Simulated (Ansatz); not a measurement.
`CC[SiH](F)I` and `B[SiH](F)I` differ in one atom or group.

Ansatz, PBE0-D4/def2-TZVP geometries, multiplicity 1. Each molecule was computed in one conformer, which needn't be the lowest.

Elements past krypton have def2 core potentials.

```csv
property,`CC[SiH](F)I`
size of the dipole moment (B3LYP/def2-TZVPP) / D,2.12
LUMO energy (PBE/def2-TZVPP) / eV,-0.99
size of the dipole moment (PBE/def2-TZVPP) / D,2.06
LUMO energy (B3LYP/def2-TZVPP) / eV,-0.36
LUMO energy (ωB97M-V/def2-TZVPP) / eV,1.70
HOMO energy (ωB97M-V/def2-TZVPP) / eV,-9.85
```

(1) What does the change do to each property? (An estimate is asked.)

## Answers

(1) The calculation gave: 
```json
{"property": "size of the dipole moment (B3LYP/def2-TZVPP) / D", "`B[SiH](F)I`": "1.08", "shift": "-1.04"}
{"property": "LUMO energy (PBE/def2-TZVPP) / eV", "`B[SiH](F)I`": "-2.49", "shift": "-1.50"}
{"property": "size of the dipole moment (PBE/def2-TZVPP) / D", "`B[SiH](F)I`": "0.97", "shift": "-1.09"}
{"property": "LUMO energy (B3LYP/def2-TZVPP) / eV", "`B[SiH](F)I`": "-1.83", "shift": "-1.47"}
{"property": "LUMO energy (ωB97M-V/def2-TZVPP) / eV", "`B[SiH](F)I`": "0.16", "shift": "-1.54"}
{"property": "HOMO energy (ωB97M-V/def2-TZVPP) / eV", "`B[SiH](F)I`": "-10.04", "shift": "-0.19"}
```

With PBE0 the HOMO falls by 0.27 eV and the LUMO falls by 1.51 eV, so the gap narrows by about 1.24 eV. PBE moves the HOMO by -0.30 eV and ωB97M-V by -0.19 eV. Dipoles are sizes alone; their direction can turn.

B3LYP here is the variant with VWN-RPA as its local correlation; programs differ in this.

Spin–orbit coupling is left out; it splits and shifts lone-pair levels of the heavy atoms by tenths of an eV.
